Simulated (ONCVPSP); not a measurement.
An all-electron radial function and its pseudo partner (beryllium)

Columns: radius, all-electron u(r) and pseudo u(r) of the 1s shell (level -117.79 eV) of beryllium in the configuration 1s2 2s1; PBE, scalar-relativistic, ONCV scheme, ONCVPSP 4.0.1.

```
r (bohr)  all-electron  pseudo
   0.042        0.5219  0.3390
   0.085        0.8903  0.6633
   0.128        1.1323  0.9446
   0.170        1.2777  1.1638
   0.212        1.3562  1.3205
   0.255        1.3858  1.4155
   0.298        1.3782  1.4502
   0.340        1.3456  1.4358
   0.382        1.2954  1.3851
   0.425        1.2321  1.3087
   0.467        1.1632  1.2214
   0.510        1.0888  1.1279
   0.552        1.0148  1.0382
   0.595        0.9396  0.9515
   0.638        0.8664  0.8713
   0.680        0.7975  0.7990
   0.722        0.7320  0.7322
   0.765        0.6687  0.6686
   0.807        0.6107  0.6106
   0.850        0.5553  0.5553
   0.892        0.5052  0.5051
   0.935        0.4577  0.4577
   0.977        0.4150  0.4150
   1.020        0.3749  0.3748
   1.062        0.3389  0.3389
   1.105        0.3053  0.3053
```

Problem. How many radial nodes do the two functions have?

Solution. The all-electron 1s function has n − l − 1 = 0; the pseudo-wave has 0.

Problem. At about which radius was the pseudo-wave matched?

Solution. 0.80 bohr. The columns agree to 0.0005 from 0.72 bohr on; several derivatives are matched, so the curves merge somewhat inside the radius.

Problem. Where does each function peak?

Solution. Outermost all-electron maximum near 0.26 bohr, pseudo maximum near 0.30 bohr (to the table’s step).

Problem. Is the pseudo-wave norm-conserving?

Solution. Yes: the ONCV scheme keeps the norm inside the radius equal to the all-electron one, which fixes the energy derivative of the logarithmic derivative at the level.
